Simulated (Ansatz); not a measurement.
A nudged elastic band was laid between two geometries of AlCl2HO + CH4 (10 atoms, charge 0, multiplicity 1).

Theory: RKS PBE/cc-pVDZ in Ansatz.

```
movable images  : 8
climbing image  : no
spring          : 5.0 eV/Å²
optimiser       : quadratic models (default)
start path      : through a guess of the saddle point
force threshold : 0.05 eV/Å
iteration limit : 60
end points      : relaxed
```

First end point:

```xyz
10
Properties=species:S:1:pos:R:3
Al -0.324 -0.003 -1.349
O 0.968 1.147 -1.540
Cl 0.101 -2.038 -1.774
Cl -2.350 0.640 -1.160
H 0.788 0.264 0.772
C 0.175 -0.368 1.453
H 0.733 2.091 -1.474
H -0.085 0.239 2.341
H -0.778 -0.716 0.996
H 0.770 -1.257 1.734
```

Last end point:

```xyz
10
Properties=species:S:1:pos:R:3
Al -0.406 -0.354 -0.590
O 1.054 1.026 -1.014
Cl 0.046 -1.911 -2.012
Cl -1.968 1.027 -1.262
H 1.450 1.426 -0.211
C -0.201 -0.680 1.335
H 0.543 1.755 -1.441
H -0.365 0.235 1.942
H -0.951 -1.428 1.670
H 0.799 -1.096 1.582
```

(1) What changes between the two ends?

(2) What energy profile does the band end with?

(3) What is the geometry of the highest image?

The band took 7 iterations and about 4 core-minutes.

Results:

(1) Bonds broken: H5–C6. Bonds formed: Al1–C6, O2–H5. AlCl2HO + CH4 becomes CH5AlCl2O.

(2) The run converged. The highest image is number 5 of 0 to 9, 0.90 eV above the first end and 0.68 eV above the last; the last end lies 0.22 eV above the first. No image climbed, so the highest image needn't sit at the top of the path. The orbitals stay closed-shell, which can raise the energy where a bond breaks towards radicals; this wasn't checked here.

```
image  path coordinate (Å)  energy (eV)  H5–C6 (Å)  Al1–C6 (Å)  O2–H5 (Å)
    0                 0.00         0.00       1.11        2.87       2.48
    1                 0.41         0.00       1.11        2.86       2.45
    2                 0.83         0.05       1.12        2.71       2.17
    3                 1.24         0.28       1.14        2.46       1.83
    4                 1.66         0.87       1.29        2.21       1.46
    5                 2.07         0.90       1.67        2.07       1.10
    6                 2.48         0.53       2.04        1.99       1.00
    7                 2.90         0.32       2.43        1.97       0.98
    8                 3.31         0.24       2.80        1.96       0.98
    9                 3.73         0.22       3.09        1.96       0.98
```

(3) 
```xyz
10
Properties=species:S:1:pos:R:3
Al -0.444 -0.287 -0.848
O 1.043 0.969 -0.908
Cl -0.046 -2.085 -1.930
Cl -2.283 0.765 -1.204
H 0.845 0.674 0.132
C 0.047 -0.377 1.157
H 0.819 1.913 -1.060
H -0.228 0.437 1.863
H -0.741 -1.149 1.295
H 0.987 -0.860 1.503
```

Time of the run: 120 s on 2 threads of Arm Neoverse V2, on a shared host, peak memory 0.18 GiB.
